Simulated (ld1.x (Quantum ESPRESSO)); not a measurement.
# copper: excitation energies, all-electron against TM semilocal

| Quantity | Value |
| --- | --- |
| Element | Cu (Z = 29) |
| Generator | ld1.x (Quantum ESPRESSO) 7.5 |
| Type | norm-conserving Troullier–Martins (semilocal form) |
| Functional | LDA (PZ) |
| Relativity | scalar-relativistic |
| Frozen core | [Ne] 3s2 |
| Valence charge | 17 |
| Reference configuration | 3p6 3d10 4s1 4p0 |
| Partial waves | 4s (bound): rc 1.60 bohr; 3p (bound): rc 1.20 bohr; 3d (bound): rc 0.80 bohr |
| Local potential | the d channel |
| Core correction | Bessel-smoothed model core, default radius (core density twice the valence density) |

Energies are relative to the spin-unpolarised reference configuration 3p6 3d10 4s1 4p0; without spin polarisation the order of configurations can differ from experiment. Spin-polarised rows fill each open shell by Hund’s rule, majority spin first.

Give the all-electron excitation energy and the error of the potential for: 3p6 3d10 4s0 4p0; 3p6 3d9 4s0 4p0; 3p6 3d8 4s0 4p0; 3p6 3d9 4s1 4p1; 3p6 3d10 4s0 4p1; 3p6 3d9 4s1 4p0; 3p5 3d10 4s1 4p0; 3p6 3d10 4s1 4p0 (spin-polarised); 3p6 3d9 4s0 4p0 (spin-polarised).

```csv
valence configuration,charge,ΔE all-electron (eV),error AE − PS (meV)
3p6 3d10 4s0 4p0,+1,8.434,-10
3p6 3d9 4s0 4p0,+2,30.121,+2.6
3p6 3d8 4s0 4p0,+3,69.485,-16
3p6 3d9 4s1 4p1,0,6.934,+12
3p6 3d10 4s0 4p1,0,4.257,+2.3
3p6 3d9 4s1 4p0,+1,11.902,+1.5
3p5 3d10 4s1 4p0,+1,79.465,+13
3p6 3d10 4s1 4p0 (spin-polarised),0,-0.184,+0.7
3p6 3d9 4s0 4p0 (spin-polarised),+2,29.879,+8.3
```
